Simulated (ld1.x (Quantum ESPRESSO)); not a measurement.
**Os: one change to a TM potential, before and after**

```
Element                 : osmium
Generator               : ld1.x (Quantum ESPRESSO) 7.5
Type                    : norm-conserving Troullier–Martins (Kleinman–Bylander form)
Functional              : PW91
Relativity              : scalar-relativistic
Frozen core             : [Xe] 4f14
Valence charge          : 8
Reference configuration : 5d6 6s1.75 6p0.25
Partial waves           : 6s (bound): rc 2.50 bohr; 6p (bound): rc 2.90 bohr; 5d (bound): rc 2.35 bohr
Local potential         : all-electron potential smoothed inside 2.35 bohr (lloc = -1)
Core correction         : a·sin(br)/r model core, default radius (core density twice the valence density)
```

All-electron outer shells of the reference configuration (PW91, scalar-relativistic, ld1.x):

```
shell  level (eV)  outermost node (bohr)  outermost maximum (bohr)
   4f      -52.55                      –                      0.40
   5p      -51.39                   0.55                      1.03
   5d       -6.77                   0.60                      1.36
   6s       -6.55                   1.20                      2.48
   6p       -1.58                   1.43                      3.51
```

Change: core [Kr] 4d10 4f14 5s2, valence charge 14; reference 5p6 5d6 6s2 6p0; waves now 6s (bound): rc 2.25 bohr; 5p (bound): rc 1.70 bohr; 5d (bound): rc 2.10 bohr; local potential all-electron potential smoothed inside 1.90 bohr (lloc = -1).

Cutoffs: the cutoffs (Ry, on a coarse ladder) from which the occupation-weighted sum of valence levels, in a spherical-Bessel basis at the reference potential, stays within 10 and 1 mRy of its value at 400 Ry; they do not see the model core or the augmentation charge, which bear on the density cutoff. Errors are all-electron minus pseudo energies relative to the spin-unpolarised reference configuration.

Question: What does the change do?

Answer: The potential gets harder (35 Ry and 40 Ry → 45 Ry and 80 Ry); a bound ghost appears in s, which as a rule spoils a file; the number of tests that count goes from 6 to 7. The added semicore shells are compact, so their waves need more plane waves. Several settings change at once here, so the effects cannot be laid on one of them.

| quantity | base | changed |
| --- | --- | --- |
| cutoff, loose | 35 Ry | 45 Ry |
| cutoff, tight | 40 Ry | 80 Ry |
| loose cutoff by channel (10 mRy a level) | s 6 Ry, p 6 Ry, d 30 Ry | s 6 Ry, p 25 Ry, d 30 Ry |
| bound ghosts | none | s |
| tests counted (converged, no solver errors) | 6 of 7 | 7 of 7 |

Base: Tests not counted: 5d6.5 6s1.5 6p0 (solver errors, printed error -404 eV). A true bound ghost makes a file unfit for plane-wave use even where its test errors are small: the radial tests pick states by their node count and pass the ghost by.
